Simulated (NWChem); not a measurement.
System: BeHBr; SMILES [BeH][Br]

Input file for NWChem:

```
start job
memory heap 200 mb stack 900 mb global 1100 mb
geometry units angstroms
  Be     0.000000     0.000000    -1.653148
  H      0.000000     0.000000    -2.976636
  Br     0.000000     0.000000     0.306908
end
basis spherical
  Be library def2-tzvp
  H library def2-tzvp
  Br library def2-tzvp
end
dft
  xc becke88 perdew86
  iterations 150
end
driver
  maxiter 120
end
task dft optimize
task dft freq
```

Output (shortened):

```
             Northwest Computational Chemistry Package (NWChem) 7.3.0
             --------------------------------------------------------

 ORDER OF PRIMARY AXIS IS BEING SET TO 4
 C4V symmetry detected

 AUTOZ failed to generate good internal coordinates.
 Cartesian coordinates will be used in optimizations.

                             Geometry "geometry" -> ""
                             -------------------------

 Output coordinates in angstroms (scale by  1.889725989 to convert to a.u.)

  No.       Tag          Charge          X              Y              Z
 ---- ---------------- ---------- -------------- -------------- --------------
    1 Be                   4.0000     0.00000000     0.00000000    -1.68196180
    2 H                    1.0000     0.00000000     0.00000000    -3.00544980
    3 Br                  35.0000     0.00000000     0.00000000     0.27809420

 Effective nuclear repulsion energy (a.u.)      45.0372501241

      Symmetry information
      --------------------

 Group name             C4v
 Group number             18
 Group order               8
 No. of unique centers     3

  perdew86 is a nonlocal functional; adding perdew81 local functional.

                           NWChem Geometry Optimization
                           ----------------------------

 maximum gradient threshold         (gmax) =   0.000450
 rms gradient threshold             (grms) =   0.000300
 maximum cartesian step threshold   (xmax) =   0.001800
 rms cartesian step threshold       (xrms) =   0.001200
 fixed trust radius                (trust) =   0.300000
 source of zmatrix                         =

          -------------------
          Energy Minimization
          -------------------

 Using diagonal initial Hessian

          --------
          Step   0

                                 NWChem DFT Module
                                 -----------------

 Summary of "ao basis" -> "ao basis" (spherical)
 ------------------------------------------------------------------------------
       Tag                 Description            Shells   Functions and Types
 ---------------- ------------------------------  ------  ---------------------
 Be                        def2-tzvp                 9       19   5s3p1d
 H                         def2-tzvp                 4        6   3s1p
 Br                        def2-tzvp                16       48   6s5p4d1f

      Symmetry analysis of basis
      --------------------------

        a1         29
        a2          0
        b1          6
        b2          6
        e          32

            General Information
            -------------------
          SCF calculation type: DFT
          Wavefunction type:  closed shell.
          No. of atoms     :     3
          No. of electrons :    40
           Alpha electrons :    20
            Beta electrons :    20
          Charge           :     0
          Spin multiplicity:     1
          Use of symmetry is: on ; symmetry adaption is: on
          Maximum number of iterations: 150
          AO basis - number of functions:    73
                     number of shells:    29
          Convergence on energy requested:  1.00D-06
          Convergence on density requested:  1.00D-05
          Convergence on gradient requested:  5.00D-04

              XC Information
              --------------
                    Becke 1988 Exchange Functional  1.000
                Perdew 1981 Correlation Functional  1.000 local
                Perdew 1986 Correlation Functional  1.000 non-local

             Grid Information
             ----------------
          Grid used for XC integration:  medium
          Radial quadrature: Mura-Knowles
          Angular quadrature: Lebedev.
          Tag              B.-S. Rad. Rad. Pts. Rad. Cut. Ang. Pts.
          ---              ---------- --------- --------- ---------
          Be                  1.05       49           9.0       434
          H                   0.35       45          10.0       434
          Br                  1.15      112          10.0       590
          Grid pruning is: on
          Number of quadrature shells:   206
          Spatial weights used:  Erf1

      Superposition of Atomic Density Guess
      -------------------------------------

 Sum of atomic energies:       -2587.47138915

      Non-variational initial energy
      ------------------------------

 Total energy =   -2587.804255
 1-e energy   =   -3690.821444
 2-e energy   =    1057.979938
 HOMO         =      -0.418508
 LUMO         =       0.039034

      Symmetry analysis of molecular orbitals - initial
      -------------------------------------------------

 !! scf_movecs_sym_adapt:   12 vectors were symmetry contaminated

  Symmetry fudging

 !! scf_movecs_sym_adapt:   12 vectors were symmetry contaminated

  Numbering of irreducible representations:

     1 a1          2 a2          3 b1          4 b2          5 e

  Orbital symmetries:

[...]

      ----------------------
      Optimization converged
      ----------------------

  Step       Energy      Delta E   Gmax     Grms     Xrms     Xmax
  ---- ---------------- -------- -------- -------- -------- --------
@    3   -2589.81969388 -6.3D-07  0.00004  0.00002  0.00066  0.00152
                                     ok       ok       ok       ok

                         Geometry "geometry" -> "geometry"
                         ---------------------------------

 Output coordinates in angstroms (scale by  1.889725989 to convert to a.u.)

  No.       Tag          Charge          X              Y              Z
 ---- ---------------- ---------- -------------- -------------- --------------
    1 Be                   4.0000     0.00000000     0.00000000    -1.68036548
    2 H                    1.0000     0.00000000     0.00000000    -3.01648544
    3 Br                  35.0000     0.00000000     0.00000000     0.28753352

 Effective nuclear repulsion energy (a.u.)      44.8365348947

      Symmetry information
      --------------------

 Group name             C4v
 Group number             18
 Group order               8
 No. of unique centers     3

 ==============================================================================
                                internuclear distances
 ------------------------------------------------------------------------------
       center one      |      center two      | atomic units |  angstroms
 ------------------------------------------------------------------------------
    2 H                |   1 Be               |     2.52490  |     1.33612
    3 Br               |   1 Be               |     3.71879  |     1.96790
 ------------------------------------------------------------------------------
                         number of included internuclear distances:          2
 ==============================================================================

[second-derivative integrals and response iterations left out]

  Vibrational analysis via the FX method

  See chapter 2 in "Molecular Vibrations" by Wilson, Decius and Cross

  Vib: Default input used

 ---------------------------- Atom information ----------------------------
     atom    #        X              Y              Z            mass
 --------------------------------------------------------------------------
    Be       1  0.0000000D+00  0.0000000D+00 -3.1754303D+00  9.0121800D+00
    H        2  0.0000000D+00  0.0000000D+00 -5.7003309D+00  1.0078250D+00
    Br       3  0.0000000D+00  0.0000000D+00  5.4335956D-01  7.9916500D+01
 --------------------------------------------------------------------------

[unprojected Hessian and modes left out]

[...]

 Rotational Constants
 --------------------
 A=   0.000000 cm-1  (  0.000000 K)
 B=   0.411477 cm-1  (  0.592010 K)
 C=   0.411477 cm-1  (  0.592010 K)

 Temperature                      =   298.15K
 frequency scaling parameter      =   1.0000

 Linear Molecule

 Zero-Point correction to Energy  =    5.388 kcal/mol  (  0.008586 au)
 Thermal correction to Energy     =    7.237 kcal/mol  (  0.011533 au)
 Thermal correction to Enthalpy   =    7.829 kcal/mol  (  0.012477 au)

 Total Entropy                    =   55.433 cal/mol-K
   - Translational                =   39.384 cal/mol-K (mol. weight =  89.9365)
   - Rotational                   =   14.345 cal/mol-K (symmetry #  =        1)
   - Vibrational                  =    1.704 cal/mol-K

 Cv (constant volume heat capacity) =    8.408 cal/mol-K
   - Translational                  =    2.979 cal/mol-K
   - Rotational                     =    1.986 cal/mol-K
   - Vibrational                    =    3.442 cal/mol-K

[normal modes left out]

 ----------------------------------------------------------------------------
 Normal Eigenvalue ||           Projected Infra Red Intensities
  Mode   [cm**-1]  || [atomic units] [(debye/angs)**2] [(KM/mol)] [arbitrary]
 ------ ---------- || -------------- ----------------- ---------- -----------
    1       -0.000 ||    0.000005           0.000         0.004       0.001
    2        0.000 ||    0.000038           0.001         0.037       0.007
    3        0.000 ||    0.000005           0.000         0.004       0.001
    4        0.000 ||    0.000038           0.001         0.037       0.007
    5        0.000 ||    0.000000           0.000         0.000       0.000
    6      494.283 ||    0.141532           3.265       137.972      24.835
    7      494.283 ||    0.141532           3.265       137.972      24.835
    8      658.614 ||    0.067305           1.553        65.613      11.810
    9     2123.490 ||    0.162447           3.748       158.362      28.505
 ----------------------------------------------------------------------------
```

Level: BP86/def2-TZVP. This build's default masses of Se (78.918 u) and Br (79.917 u) are each other's, which moves their modes by up to 0.6 %.
